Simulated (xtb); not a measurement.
xtb input (GFN2-xTB):

```bash
xtb mol.xyz --gfn 2 --sp --chrg -1 --uhf 0
```
mol.xyz:
```
14

O     -0.39775600    -0.02280269    -1.97482347
Si     0.04728870    -0.11328574    -0.32880633
Si     1.73807315    -1.61581711     0.29452430
Si    -1.98016868    -0.49632541     0.82076593
Si     0.53808942     2.11452197     0.28340822
H      0.14584937    -0.64819998    -2.46588972
H      2.62433149    -1.11505658    -0.85386156
H      1.06758426    -2.72904103    -0.52167554
H     -2.47701091    -1.89848381     0.68181126
H     -3.11866595     0.36323187     0.36880060
H     -1.86214262    -0.25182522     2.28881637
H     -0.45808317     3.12163682    -0.19892702
H      1.85306178     2.59079351    -0.24215994
H      0.60116752     2.30205393     1.76318371
```

End of the output:

```
         :::::::::::::::::::::::::::::::::::::::::::::::::::::
         ::                     SUMMARY                     ::
         :::::::::::::::::::::::::::::::::::::::::::::::::::::
         :: total energy             -15.714175638065 Eh    ::
         :: gradient norm              0.046305504134 Eh/a0 ::
         :: HOMO-LUMO gap              2.309902232434 eV    ::
         ::.................................................::
         :: SCC energy               -15.805435599693 Eh    ::
         :: -> isotropic ES            0.128948689183 Eh    ::
         :: -> anisotropic ES          0.005300278059 Eh    ::
         :: -> anisotropic XC         -0.005231088818 Eh    ::
         :: -> dispersion             -0.015829397656 Eh    ::
         :: repulsion energy           0.091259961628 Eh    ::
         :: add. restraining           0.000000000000 Eh    ::
         :: total charge              -1.000000000000 e     ::
         :::::::::::::::::::::::::::::::::::::::::::::::::::::

           -------------------------------------------------
          |                Property Printout                |
           -------------------------------------------------

    * Orbital Energies and Occupations

         #    Occupation            Energy/Eh            Energy/eV
      -------------------------------------------------------------
         1        2.0000           -0.6089391             -16.5701
       ...           ...                  ...                  ...
         4        2.0000           -0.4636116             -12.6155
         5        2.0000           -0.4177428             -11.3674
         6        2.0000           -0.3663630              -9.9692
         7        2.0000           -0.3086959              -8.4000
         8        2.0000           -0.2849862              -7.7549
         9        2.0000           -0.2829394              -7.6992
        10        2.0000           -0.2820487              -7.6749
        11        2.0000           -0.2815469              -7.6613
        12        2.0000           -0.2751079              -7.4861
        13        2.0000           -0.2229999              -6.0681
        14        2.0000           -0.1830704              -4.9816
        15        2.0000           -0.1669638              -4.5433
        16        2.0000           -0.1255727              -3.4170 (HOMO)
        17                         -0.0406854              -1.1071 (LUMO)
        18                         -0.0359612              -0.9786
        19                         -0.0306693              -0.8346
        20                         -0.0245532              -0.6681
        21                         -0.0200388              -0.5453
        22                         -0.0013705              -0.0373
        23                          0.0086129               0.2344
        24                          0.0161916               0.4406
        25                          0.0292075               0.7948
        26                          0.0522836               1.4227
        27                          0.0576297               1.5682
       ...                                ...                  ...
        49                          1.1072182              30.1289
      -------------------------------------------------------------
                  HL-Gap            0.0848873 Eh            2.3099 eV
             Fermi-level           -0.0831291 Eh           -2.2621 eV

     #   Z          covCN         q      C6AA      α(0)
     1   8 O        1.571    -0.558    24.238     6.643
     2  14 Si       3.555     0.267   104.944    19.725
     3  14 Si       2.709     0.060   195.753    30.728
     4  14 Si       3.649     0.335   101.690    19.334
     5  14 Si       3.649     0.335   101.690    19.334
     6   1 H        0.815     0.247     0.904     1.492
     7   1 H        0.889    -0.264    17.256     6.501
     8   1 H        0.889    -0.264    17.256     6.501
     9   1 H        0.908    -0.186     9.788     4.894
    10   1 H        0.907    -0.181     9.485     4.818
    11   1 H        0.909    -0.213    11.834     5.381
    12   1 H        0.907    -0.181     9.485     4.818
    13   1 H        0.908    -0.186     9.788     4.894
    14   1 H        0.909    -0.213    11.834     5.381

 Mol. C6AA /au·bohr⁶  :       5952.751002
 Mol. C8AA /au·bohr⁸  :     243222.339987
 Mol. α(0) /au        :        140.445481

Wiberg/Mayer (AO) data.
largest (>0.10) Wiberg bond orders for each atom

 ---------------------------------------------------------------------------
     #   Z sym  total        # sym  WBO       # sym  WBO       # sym  WBO
 ---------------------------------------------------------------------------
     1   8 O    2.042 --     2 Si   1.034     6 H    0.931
     2  14 Si   3.891 --     1 O    1.034     3 Si   0.949     4 Si   0.854
                             5 Si   0.854
     3  14 Si   2.830 --     2 Si   0.949     8 H    0.858     7 H    0.858
     4  14 Si   3.656 --     9 H    0.885    10 H    0.885    11 H    0.877
                             2 Si   0.854
     5  14 Si   3.656 --    13 H    0.885    12 H    0.885    14 H    0.877
                             2 Si   0.854
     6   1 H    0.939 --     1 O    0.931
     7   1 H    0.930 --     3 Si   0.858
     8   1 H    0.930 --     3 Si   0.858
     9   1 H    0.965 --     4 Si   0.885
    10   1 H    0.967 --     4 Si   0.885
    11   1 H    0.955 --     4 Si   0.877
    12   1 H    0.967 --     5 Si   0.885
    13   1 H    0.965 --     5 Si   0.885
    14   1 H    0.955 --     5 Si   0.877
 ---------------------------------------------------------------------------

Topologies differ in total number of bonds
Writing topology from bond orders to xtbtopo.mol

molecular dipole:
                 x           y           z       tot (Debye)
 q only:       -0.100       0.168       0.347
   full:       -0.899       0.753      -0.557       3.299
molecular quadrupole (traceless):
                xx          xy          yy          xz          yz          zz
 q only:       -3.827       1.942      -5.408       5.432      -2.727       9.235
Note: The following floating-point exceptions are signalling: IEEE_UNDERFLOW_FLAG IEEE_DENORMAL
normal termination of xtb
  q+dip:       -6.173       5.829      -5.759       1.287       1.297      11.932
   full:       -6.565       6.222      -5.462      -0.345       2.816      12.028

           -------------------------------------------------
          | TOTAL ENERGY              -15.714175638065 Eh   |
          | GRADIENT NORM               0.046305504134 Eh/α |
          | HOMO-LUMO GAP               2.309902232434 eV   |
           -------------------------------------------------

------------------------------------------------------------------------
------------------------------------------------------------------------
 total:
 SCF:
```

It need not be the lowest isomer of its formula. Whether it binds its extra electron was not tested at this geometry.
